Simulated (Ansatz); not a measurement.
Molecule: CH7OSi2, net charge -1, singlet state. It need not be the lowest isomer of its formula. Whether it binds its extra electron was not tested at this geometry. SMILES: C[SiH-]O[SiH3]
Structure (B3LYP-D3(BJ)/def2-TZVP (Ansatz, a program for electronic structure) minimum search):
```
O
Si 1 1.6023
Si 1 1.7925 2 127.96
H 2 1.4959 1 114.87 3 58.10
H 2 1.4964 4 105.53 1 127.61
H 2 1.4973 4 105.69 5 111.47
H 3 1.5492 1 96.39 2 131.87
C 3 1.9543 7 94.74 1 -97.38
H 8 1.0955 3 111.06 7 174.65
H 8 1.0964 9 108.06 3 123.32
H 8 1.0976 9 107.28 10 116.45
```
Charge -1, spin multiplicity 1.

Parts of the frozen-core correlation energy in 6-31G (Ansatz, hartree). Frozen orbitals: 12; correlated occupied orbitals by spin: 13 and 13; virtual: 33 and 33. Spin-orbit coupling is left out. No relativistic terms.

```
term                            value
-------------------------  ----------
reference (HF)             -694.53986
MP2 opposite-spin            -0.25770
MP2 same-spin                -0.06741
CCSD correlation             -0.36713
(T)                          -0.00758
T1 diagnostic                   0.013
largest doubles amplitude       0.043
```
